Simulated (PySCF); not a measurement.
Stepwise substitution at one centre (Sn NH2-OCH3). Isolated molecules, 0 K electronic values unless said otherwise. One relaxed conformer stands for each flexible species; it need not be the lowest. Strings in code marks are SMILES.

The four lowest singlet excitations (Tamm–Dancoff). Computed with B3LYP-D3(BJ)/def2-TZVP // PBE0-D4/def2-SVP (PySCF). B3LYP has the VWN-RPA correlation part, as in Gaussian. Excitations are Tamm–Dancoff values on a coarser integration grid. The basis has no diffuse functions, so Rydberg states are missing or too high.

```
state  energy (eV)  wavelength (nm)  oscillator strength
-----  -----------  ---------------  -------------------
S1            5.29              235                0.081
S2            5.35              232                0.000
S3            5.53              224                0.088
S4            5.53              224                0.088
```

### Question
Which member gives these states?
(A) `[NH2][Sn]([NH2])([NH2])[NH2]`
(B) `C[O][Sn]([NH2])([NH2])[O]C`
(C) `C[O][Sn]([NH2])([O]C)[O]C`
(D) `C[O][Sn]([O]C)([O]C)[O]C`

### Answer
A, `[NH2][Sn]([NH2])([NH2])[NH2]`
